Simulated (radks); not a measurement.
Si I, configuration [Ne] 3s2 3p1 3d1 (not the ground configuration). Method: scalar-relativistic Kohn-Sham, r2SCAN, spin-polarised, spherical densities, finite nucleus; open shells are filled with parallel spins first; meta-GGA in the generalised Kohn-Sham scheme; Fermi nuclear charge, rms radius 3.1224 fm; computed with a radial shooting solver on a logarithmic mesh with Libxc functionals.

Unscreened Slater integrals over Kohn-Sham orbitals (hartree). They are taken over the spin-up orbitals.

integral,value
"F0(3d,3d)",0.11659
"F2(3d,3d)",0.051428
"F4(3d,3d)",0.031631
"F0(3d,3p)",0.16361
"F2(3d,3p)",0.047425
"G1(3d,3p)",0.047692
"G3(3d,3p)",0.027276
"F0(3d,3s)",0.16704
"G2(3d,3s)",0.027269
"F0(3d,2p)",0.17332
"F2(3d,2p)",0.0063575
"G1(3d,2p)",0.0019672
"G3(3d,2p)",0.0010870
"F0(3p,3p)",0.35957
"F2(3p,3p)",0.18243
"F0(3p,3s)",0.39028
"G1(3p,3s)",0.25560
"F0(3p,2p)",0.49008
"F2(3p,2p)",0.070336
"G0(3p,2p)",0.027975
"G2(3p,2p)",0.026884
"F0(3s,3s)",0.43059
"F0(3s,2p)",0.57158
"G1(3s,2p)",0.036998
"F0(2p,2p)",1.7170
"F2(2p,2p)",0.78800

Derived for the open shells (J is the average intra-shell exchange parameter used in DFT+U). 3p: J = F2/5 = 0.03649 hartree. 3d: Racah B = F2/49 - 5 F4/441 = 0.0006909 hartree, C = 35 F4/441 = 0.002510 hartree, C/B = 3.63, F4/F2 = 0.615, J = (F2 + F4)/14 = 0.005933 hartree.
